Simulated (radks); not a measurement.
Tc12+, configuration [Ar] 3d10 4s2 4p1.

Calculated with a radial shooting solver on a logarithmic mesh with Libxc functionals: Dirac Kohn-Sham, relativistic LDA (MacDonald-Vosko exchange, VWN5 correlation), spin-unpolarised, spherical densities, finite nucleus; open shells fill j = l - 1/2 first; Fermi nuclear charge, rms radius 4.4112 fm.

Energy parts (eV):
part                       energy
total                 -115093.486
kinetic                119302.073
electron-nucleus      -270405.716
Hartree                 39026.683
exchange-correlation    -3016.524

Orbitals (lengths in bohr, moments of r in powers of bohr; <r^-3> diverges for s and p1/2; r(max) is where P^2 peaks):
orbital  occ.  eigenvalue (eV)     <r^2>   r(max)  <r^-3>      <r^4>  small-component weight
1s1/2       2        -20995.73  0.001597  0.02236       -  6.604e-06                2.45e-02
2s1/2       2        -3209.720   0.02644   0.1267       -   0.001205                5.05e-03
2p1/2       2        -2984.335   0.01988  0.09825       -  0.0007938                5.07e-03
2p3/2       4        -2866.881   0.02123   0.1021    2583  0.0008930                4.90e-03
3s1/2       2        -753.5986    0.1961   0.3723       -    0.05910                1.38e-03
3p1/2       2        -666.2296    0.1921   0.3585       -    0.05964                1.33e-03
3p3/2       4        -646.2252    0.2017   0.3679   446.1    0.06552                1.29e-03
3d3/2       4        -490.6722    0.1824   0.3070   66.69    0.06251                1.18e-03
3d5/2       6        -486.7589    0.1853   0.3097   63.46    0.06437                1.17e-03
4s1/2       2        -281.3429     1.001   0.8944       -      1.416                4.27e-04
4p1/2       1        -251.7827     1.084   0.9237       -      1.684                3.96e-04
4p3/2       0        -247.3440     1.121   0.9415   99.98      1.798                3.88e-04

The highest occupied level is 4p1/2 at -251.78 eV. Summed over all electrons, <r^2> = 6.692 bohr^2, which gives a Langevin (diamagnetic) susceptibility term of -5.3 x 10^-6 cm^3/mol. The density falls to 0.001 e/bohr^3 at r = 2.02 bohr.
